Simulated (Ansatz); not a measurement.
Mulliken charges of CH₅AlN₂O, SMILES `N=C(O)[NH][AlH2]` from ωB97M-V/def2-TZVPP in Ansatz (PBE0-D4/def2-TZVP geometry).

```json
{"atom": "N1", "x (Å)": "0.335", "y (Å)": "-0.681", "z (Å)": "1.563", "charge (e)": "-0.350"}
{"atom": "C2", "x (Å)": "0.251", "y (Å)": "-0.892", "z (Å)": "0.315", "charge (e)": "0.295"}
{"atom": "O3", "x (Å)": "0.491", "y (Å)": "-2.131", "z (Å)": "-0.162", "charge (e)": "-0.291"}
{"atom": "N4", "x (Å)": "-0.063", "y (Å)": "-0.023", "z (Å)": "-0.706", "charge (e)": "-0.289"}
{"atom": "Al5", "x (Å)": "-0.465", "y (Å)": "1.722", "z (Å)": "-0.619", "charge (e)": "0.412"}
{"atom": "H6", "x (Å)": "0.135", "y (Å)": "0.283", "z (Å)": "1.807", "charge (e)": "0.112"}
{"atom": "H7", "x (Å)": "0.700", "y (Å)": "-2.668", "z (Å)": "0.613", "charge (e)": "0.207"}
{"atom": "H8", "x (Å)": "-0.048", "y (Å)": "-0.492", "z (Å)": "-1.602", "charge (e)": "0.115"}
{"atom": "H9", "x (Å)": "-0.478", "y (Å)": "2.419", "z (Å)": "0.797", "charge (e)": "-0.115"}
{"atom": "H10", "x (Å)": "-0.775", "y (Å)": "2.412", "z (Å)": "-2.003", "charge (e)": "-0.097"}
```

Problem. By hand: the dipole of these point charges (1 e Å = 4.8032 D).

Solution. Σ q r = (-0.075, 0.222, -0.210) e Å, of length 0.315 e Å = 1.51 D.

Problem. How does the dipole of the full density compare? (Best estimate.)

Solution. Ansatz gave: (-0.086, 0.202, -0.360) e Å, 2.03 D; the point charges give 0.74 times that, at 17° from its direction.

Point charges leave out the atoms' own dipoles, such as those of lone pairs, and Mulliken's split depends on the basis, so the two needn't agree.
